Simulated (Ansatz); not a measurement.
`[SiH3]OC1CO1`, charge 0, multiplicity 1.

Problem. Give a relaxed structure at PBE0-D4/def2-TZVP (Ansatz). (An estimate is asked.)

Solution. Computed: 
Z-matrix (Å, degrees):
```
Si
O 1 1.662
H 1 1.483 2 111.7
H 1 1.481 2 103.8 3 118.8
H 1 1.486 2 111.6 3 -123.2
C 2 1.368 1 122.7 3 63.6
O 6 1.404 2 116.9 1 -3.4
C 6 1.456 2 121.8 1 66.7
H 6 1.087 2 111.9 1 -139.6
H 8 1.086 6 120.8 2 152.9
H 8 1.087 6 118.3 2 -2.0
```
This is one stationary point; other conformers may exist.
